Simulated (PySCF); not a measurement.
# `InChI=1S/C5H5FO3/c6-1-4-3(2-9-4)5(7)8/h2,4H,1H2,(H,7,8)/t4-/m1/s1`

Geometry:
```
atom   x (Å)   y (Å)   z (Å)
  O1   1.581  -1.479  -0.613
  C2   1.643  -0.426  -0.026
  O3   2.790   0.071   0.465
  C4   0.509   0.429   0.245
  C5   0.208   1.556   0.926
  O6  -1.123   1.564   0.677
  C7  -0.961   0.342  -0.099
  C8  -1.702  -0.861   0.443
  F9  -2.995  -0.881  -0.003
 H10   3.520  -0.536   0.265
 H11   0.704   2.313   1.503
 H12  -1.225   0.523  -1.142
 H13  -1.216  -1.773   0.080
 H14  -1.734  -0.843   1.537
```

Level of theory: GIAO wB97X-D/pcSseg-1 magnetisability, rotational g tensor and spin-rotation constants, non-relativistic, gas phase (PySCF 2.14.0). Geometry: GFN2-xTB.

Question: Give the nuclear spin-rotation constants along the inertial axes (H = +C I·J) beside the isotropic shieldings.

Answer: Rotational constants 2.9294, 1.0791, 0.8209 GHz. A star marks the isotopologue with that one atom substituted, in its own axes.
| atom | isotope | Caa (kHz) | Cbb (kHz) | Ccc (kHz) | mean (kHz) | σ (ppm) |
| --- | --- | --- | --- | --- | --- | --- |
| F9 | 19F | 1.324 | 0.340 | 0.053 | 0.572 | 423.8 |
| H10 | 1H | 0.016 | -0.039 | -0.114 | -0.046 | 25.9 |
| H11 | 1H | -0.169 | 0.048 | -0.080 | -0.067 | 24.4 |
| H12 | 1H | -0.267 | -0.118 | 0.058 | -0.109 | 26.0 |
| H13 | 1H | -0.236 | 0.049 | -0.080 | -0.089 | 26.4 |
| H14 | 1H | -0.328 | -0.088 | 0.043 | -0.124 | 26.9 |
| O1 | 17O* | -1.389 | -0.589 | -0.096 | -0.691 | -66.6 |
| C2 | 13C* | 1.513 | 0.339 | 0.209 | 0.687 | 22.1 |
| O3 | 17O* | -0.471 | -0.304 | -0.149 | -0.308 | 140.7 |
| C4 | 13C* | 1.221 | 0.307 | 0.151 | 0.559 | 68.7 |
| C5 | 13C* | 1.504 | 0.404 | 0.204 | 0.704 | 10.8 |
| O6 | 17O* | -0.854 | -0.309 | -0.075 | -0.413 | 122.9 |
| C7 | 13C* | 0.812 | 0.238 | 0.223 | 0.424 | 92.5 |
| C8 | 13C* | 0.583 | 0.295 | 0.217 | 0.365 | 99.0 |

For the geometry as given, no vibrational averaging.
